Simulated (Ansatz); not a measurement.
Wavefunction ladder for Br₂HSn, SMILES `[Br][SnH][Br]` radical

```tsv
atom	x (Å)	y (Å)	z (Å)
Br1	-0.2592	-2.0220	-0.9506
Sn2	-0.2402	-0.0756	0.6011
Br3	-0.9148	1.9260	-0.7162
H4	1.4142	0.1716	1.0656
```

The species carries charge 0 and has multiplicity 2. Correlated methods include outer-core shells of Br, Sn, which these sets cover unevenly. Scalar relativity is left out up to krypton. Sn: def2 effective core potential. The structure was optimised at the PBE0-D4/def2-TZVP level. Frozen core, unrestricted reference, the Gaussian-basis code of Ansatz.

```
     basis      HF (Eh)  MP2 corr.  CCSD corr.       (T)  CCSD(T) total
  def2-SVP            ?   -0.54821    -0.56229  -0.01340              ?
def2-TZVPP            ?   -0.84398           ?  -0.02821              ?
def2-QZVPP  -5358.95190          ?           –         –              –
```

(1) Fill in the withheld values. (Best estimate.)

Answers

(1) Ansatz gave: def2-SVP HF (Eh): -5358.20735; def2-SVP CCSD(T) total: -5358.78304; def2-TZVPP HF (Eh): -5358.85091; def2-TZVPP CCSD corr.: -0.85255; def2-TZVPP CCSD(T) total: -5359.73167; def2-QZVPP MP2 corr.: -1.69329.
